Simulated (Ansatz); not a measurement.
Mulliken charges of `[OH][Al]([GaH2])[CH2]F` from B3LYP/def2-TZVPP in Ansatz (PBE0-D4/def2-TZVP geometry).

| atom | x (Å) | y (Å) | z (Å) | charge (e) |
| --- | --- | --- | --- | --- |
| O1 | -2.245 | -0.218 | 0.061 | -0.399 |
| Al2 | -0.550 | -0.094 | 0.017 | 0.498 |
| Ga3 | 0.833 | -2.189 | 0.068 | 0.058 |
| C4 | 0.322 | 1.693 | -0.075 | -0.093 |
| F5 | 1.712 | 1.469 | -0.097 | -0.271 |
| H6 | -2.864 | 0.510 | 0.046 | 0.166 |
| H7 | 1.274 | -2.943 | -1.246 | -0.068 |
| H8 | 1.340 | -2.837 | 1.414 | -0.068 |
| H9 | 0.069 | 2.269 | -0.973 | 0.089 |
| H10 | 0.109 | 2.341 | 0.784 | 0.089 |

Task: By hand: the dipole of these point charges (1 e Å = 4.8032 D).

Result: Σ q r = (-0.461, 0.246, 0.001) e Å, of length 0.523 e Å = 2.51 D.

Task: How does the dipole of the full density compare? (An estimate is asked.)

Result: The calculation gave: (-0.429, 0.362, -0.004) e Å, 2.70 D; the point charges give 0.93 times that, at 12° from its direction.

Point charges leave out the atoms' own dipoles, such as those of lone pairs, and Mulliken's split depends on the basis, so the close match here is no proof of good charges.

B3LYP here is the variant with VWN-RPA as its local correlation; programs differ in this.
